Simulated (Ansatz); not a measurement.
C8H20InN, SMILES `C[CH](C)[In]([CH](C)C)[N](C)C` at its PBE0-D4/def2-TZVP geometry, where that method's forces vanish. The species carries charge 0 and has multiplicity 1. In takes the def2 core potential.

```xyz
30

C    -0.3460    3.0351   -0.1492
C    -1.0644    1.7742   -0.6139
C    -2.5074    1.7483   -0.1304
In    0.0504   -0.0060   -0.0311
C    -0.2512   -1.5750    1.4519
C    -1.2610   -1.1872    2.5226
C    -0.6340   -2.8865    0.7769
N     1.7585   -0.2617   -1.1170
C     2.1592    0.5981   -2.1946
C     2.6970   -1.3251   -0.8947
H    -0.8751    3.9348   -0.4909
H     0.6786    3.0961   -0.5256
H    -0.2978    3.0954    0.9431
H    -1.0610    1.7589   -1.7098
H    -3.0491    2.6442   -0.4624
H    -2.5678    1.7277    0.9622
H    -3.0576    0.8799   -0.5027
H     0.7294   -1.7034    1.9241
H    -0.9725   -0.2796    3.0598
H    -1.3699   -1.9866    3.2678
H    -2.2543   -1.0118    2.0978
H     0.1044   -3.2076    0.0374
H    -1.5993   -2.8130    0.2654
H    -0.7303   -3.6931    1.5162
H     1.4293    1.3960   -2.3546
H     2.2607    0.0501   -3.1465
H     3.1345    1.0765   -2.0032
H     2.3823   -1.9615   -0.0634
H     2.8101   -1.9720   -1.7811
H     3.7040   -0.9450   -0.6541
```

**Question.** What forces (eV/Å) does PBE-D4/def2-TZVPP give on these atoms in Ansatz 0.2.0? (An estimate is asked.)

**Answer.** The calculation gave: 
```
C1   0.035 -0.027  0.002
C2  -0.033  0.086 -0.031
C3   0.006 -0.055  0.002
In4 -0.208  0.031  0.131
C5  -0.002 -0.082  0.054
C6   0.013  0.054 -0.014
C7   0.019  0.020 -0.037
N8   0.011 -0.002 -0.008
C9  -0.010  0.096 -0.076
C10  0.046 -0.101  0.055
H11 -0.107  0.186 -0.068
H12  0.202  0.024 -0.068
H13  0.015  0.017  0.209
H14  0.012 -0.022 -0.212
H15 -0.110  0.182 -0.065
H16 -0.021 -0.004  0.211
H17 -0.114 -0.164 -0.065
H18  0.200 -0.010  0.081
H19  0.045  0.175  0.109
H20 -0.024 -0.163  0.150
H21 -0.196  0.036 -0.074
H22  0.137 -0.075 -0.147
H23 -0.184  0.008 -0.103
H24 -0.021 -0.167  0.150
H25 -0.142  0.160 -0.035
H26  0.031 -0.111 -0.202
H27  0.208  0.099  0.030
H28 -0.059 -0.129  0.164
H29  0.034 -0.135 -0.185
H30  0.216  0.073  0.044
```
